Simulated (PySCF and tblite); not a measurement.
The numbers below are computed, except where a source is named.
## Rearrangement: stationary points, barriers and rates

System: C7H10Si, numbered as in [SiH3:1][CH:2]1[CH:3]=[CH:4][CH:5]=[CH:6][CH:7]=[CH:8]1.

Motion: shift of Si1 from C2 to C6. The path came from a restrained scan, a climbing-image band and a saddle search at GFN2-xTB; energies are PBE0/pcSseg-1 + D3(BJ), IEF-PCM chloroform//PBE0-D3(BJ)/def2-SVP, thermal terms GFN2-xTB. Rate constants are transition-state-theory values, counting equivalent paths, without tunnelling. Run with tblite and PySCF.

```
 point  symmetry  E(GFN2) kcal/mol  E(DFT) kcal/mol  ZPE change kcal/mol  lowest mode cm⁻¹  dipole D
 start        Cs               0.0              0.0                 0.00                75      0.95
saddle        Cs              19.1             25.0                -0.45              374i      2.62
   end        Cs               0.0              0.0                 0.00                78      0.95
```

```
Electronic barrier                                      : 25.0 kcal/mol
Barrier with zero-point energy                          : 24.5 kcal/mol
ΔH‡ (298 K)                                             : 24.1 kcal/mol
ΔS‡ (298 K, symmetry apart)                             : -3.4 cal/(mol K)
Paths                                                   : 2 equivalent paths
End point                                               : the same structure with atoms interchanged, or its mirror image
Mean lifetime of the start against this motion at 298 K : 2.3 days
Cost                                                    : 5.5 min on 1 thread of Arm Neoverse V1 (shared host) (rough), peak memory 1.1 GiB, launched as `OMP_NUM_THREADS=1 python ens_run.py task.json out`
```

```tsv
T/K	ΔG‡ kcal/mol	k s⁻¹
200	24.8	6.5×10⁻¹⁵
250	24.9	1.7×10⁻⁹
298	25.1	5.1×10⁻⁶
350	25.3	0.0025
400	25.4	0.21
```

ΔG and ΔG‡ leave out symmetry numbers and mirror images; rates count paths: 2 out.
